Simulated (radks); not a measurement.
Task: Ar, 18 electrons, occupied as [Ar]. Calculated with a radial shooting solver on a logarithmic mesh with Libxc functionals: Dirac Kohn-Sham, BLYP, spin-unpolarised, spherical densities, finite nucleus; Fermi nuclear charge, rms radius 3.4274 fm. Some entries of the table are withheld. Estimate them.

orbital,occ.,eigenvalue (eV),r(max) (bohr),<r> (bohr)
1s1/2,2,(1),0.05605,0.08572
2s1/2,2,-296.8795,(2),0.4143
2p1/2,2,-231.4743,(3),0.3751
2p3/2,4,-229.2358,(4),0.3776
3s1/2,2,-24.1320,1.172,(5)
3p1/2,2,(6),1.281,(7)
3p3/2,4,(8),1.289,(9)

Result: 
(1) 1s1/2 eigenvalue (eV): -3121.644
(2) 2s1/2 r(max) (bohr): 0.3387
(3) 2p1/2 r(max) (bohr): 0.2793
(4) 2p3/2 r(max) (bohr): 0.2812
(5) 3s1/2 <r> (bohr): 1.405
(6) 3p1/2 eigenvalue (eV): -10.2594
(7) 3p1/2 <r> (bohr): 1.661
(8) 3p3/2 eigenvalue (eV): -10.0816
(9) 3p3/2 <r> (bohr): 1.672
